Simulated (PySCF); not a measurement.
C5H5Cl, SMILES C#CC/C=C/Cl. Atoms are numbered in the order given.

```xyz
11

C      3.3265     0.9828     0.2070
C      2.4650     0.1379     0.1082
C      1.4059    -0.8692     0.0043
C      0.0444    -0.3258     0.3686
C     -0.9897    -0.3486    -0.4718
Cl    -2.5672     0.2618    -0.0662
H      4.0924     1.7303     0.2904
H      1.3869    -1.2840    -1.0180
H      1.6546    -1.7134     0.6745
H     -0.0724     0.1060     1.3670
H     -0.9305    -0.7531    -1.4856
```

Geometry optimised at B3LYP-D3(BJ)/def2-SVP. The structure was generated by enumeration; whether it is a known compound was not checked. Other conformers were not sampled.

Two levels are set side by side: PBE/pcSseg-1 (PySCF) and PBE0/pcSseg-1 (PySCF). GIAO shifts against HCl (³⁵Cl), TMS (¹H), TMS (¹³C) at the same level; non-relativistic, no solvent, atoms listed together averaged. Without spin–orbit terms, shifts of atoms bonded to Cl or Br come out too high at both levels. Differences are taken from unrounded values.

```tsv
quantity	PBE0
δ(¹³C) of C1 (ppm)	78.3
δ(¹³C) of C2 (ppm)	84.8
δ(¹³C) of C3 (ppm)	26.4
δ(¹³C) of C4 (ppm)	139.3
δ(¹³C) of C5 (ppm)	137.2
δ(³⁵Cl) of Cl6 (ppm)	217.1
δ(¹H) of H7 (ppm)	2.23
δ(¹H) of H10 (ppm)	6.25
δ(¹H) of H11 (ppm)	6.32
```

**Question.** What does PBE give, and how far is it from PBE0? (Estimate from the structure and the level; the computed values follow.)

**Answer.** 
| quantity | PBE | PBE minus PBE0 |
|---|---|---|
| δ(¹³C) of C1 (ppm) | 74.7 | -3.6 |
| δ(¹³C) of C2 (ppm) | 83.5 | -1.3 |
| δ(¹³C) of C3 (ppm) | 28.4 | 2.1 |
| δ(¹³C) of C4 (ppm) | 136.5 | -2.8 |
| δ(¹³C) of C5 (ppm) | 136.1 | -1.1 |
| δ(³⁵Cl) of Cl6 (ppm) | 249.5 | 32.4 |
| δ(¹H) of H7 (ppm) | 2.03 | -0.20 |
| δ(¹H) of H10 (ppm) | 6.15 | -0.10 |
| δ(¹H) of H11 (ppm) | 6.30 | -0.02 |

Rough cost on one machine, each run with all the roots and properties that it gave: PBE0 against PBE within a factor of 2.
